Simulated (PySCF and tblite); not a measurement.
The numbers below are computed, except where a source is named.
C₆H₈O₂, numbered as in [CH:1]#[C:2][CH:3]1[CH2:4][O:5][CH2:6][O:7][CH2:8]1.

Search: ETKDG and KDG, MMFF94s, GFN2-xTB, 60 starts; geometries at GFN2-xTB. Energies: CAM-B3LYP-D3(BJ)/pcSseg-1 (IEF-PCM, benzene), with GFN2-xTB thermal terms (modes under about 100 cm⁻¹ blended into free rotors). Symmetry numbers and mirror images are counted. Conformers within 3 kcal/mol (GFN2-xTB free energy) were kept, 8 at most. GIAO shieldings: CAM-B3LYP/pcSseg-1 (IEF-PCM, benzene). Shifts are against TMS (¹H), TMS (¹³C) at the same level; of two unlike H on one atom, a is the less shielded. (PySCF 2.14, tblite 0.8.)

Task: What shifts does this protocol give at 298.15 K under fast conformational exchange?

Result: ¹H: 5.22 (H6a, 1H), 4.86 (H6b, 1H), 4.40 (H4a/H8a, 2H), 3.66 (H4b/H8b, 2H), 2.85 (H3, 1H), 1.65 (H1, 1H) ppm. ¹³C: 98.8 (C6), 87.9 (C2), 79.9 (C1), 75.8 (C4/C8), 30.3 (C3) ppm.

Task: How do the conformers differ?

Result: The 6-ring runs over atoms 3–4–5–6–7–8.
```csv
conformer,shape,weight %
1,6-ring chair (all substituents equatorial),94.1
2,6-ring chair (C2 axial),5.9
```

```tsv
signal	1	2	average
H1	1.64	1.72	1.65
H3	2.90	2.08	2.85
H4a/H8a	4.43	3.89	4.40
H4b/H8b	3.62	4.33	3.66
H6a	5.25	4.87	5.22
H6b	4.83	5.36	4.86
C1	80.1	77.8	79.9
C2	87.5	93.1	87.9
C3	30.2	30.9	30.3
C4/C8	75.8	74.8	75.8
C6	98.8	98.8	98.8
```

Task: Which signal moves most, for its nucleus, between 150 and 400 K through the change of populations alone?

Result: H3: 2.89 ppm at 150 K, 2.89 ppm at 200 K, 2.87 ppm at 250 K, 2.85 ppm at 298.15 K, 2.81 ppm at 400 K.

Shifts are unscaled: against experiment ¹³C can be off by 15 ppm or more and ¹H by 0.8 ppm.


Conformer gaps in pcSseg-1 on xTB geometries can be 2 kcal/mol off for S=O, P=O and other polar bonds.